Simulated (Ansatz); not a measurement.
Basis-set series for AlGeH3O2 (`[OH][GeH]1[O][AlH]1`). The species carries charge 0 and has multiplicity 1. The structure was optimised at the PBE0-D4/def2-TZVP level. It is one conformer, not always the lowest.

Z-matrix (Å, degrees):
```
Ge
O 1 1.872
Al 1 2.339 2 46.1
O 1 1.778 2 110.9 3 120.6
H 1 1.539 2 110.9 3 -127.7
H 3 1.576 1 169.9 2 173.0
H 4 0.960 1 112.7 2 -62.3
```

| functional | basis | functions | energy (Eh) | HOMO (eV) | LUMO (eV) |
| --- | --- | --- | --- | --- | --- |
| PBE0-D4 | def2-SVP | 93 | -2470.72782 | -6.40 | -1.50 |
| PBE0-D4 | def2-QZVPP | 363 | -2471.33452 | -6.51 | -1.73 |
| ωB97M-V | def2-SVP | 93 | -2471.08407 | -8.39 | 0.27 |
| ωB97M-V | def2-QZVPP | 363 | -2471.69114 | -8.53 | -0.23 |

Task: Give the rows for def2-TZVPP. (Estimate.)

Result: Computed: 
| functional | basis | functions | energy (Eh) | HOMO (eV) | LUMO (eV) |
| --- | --- | --- | --- | --- | --- |
| PBE0-D4 | def2-TZVPP | 194 | -2471.27269 | -6.48 | -1.67 |
| ωB97M-V | def2-TZVPP | 194 | -2471.63146 | -8.49 | -0.01 |

Scalar relativity is left out up to krypton.
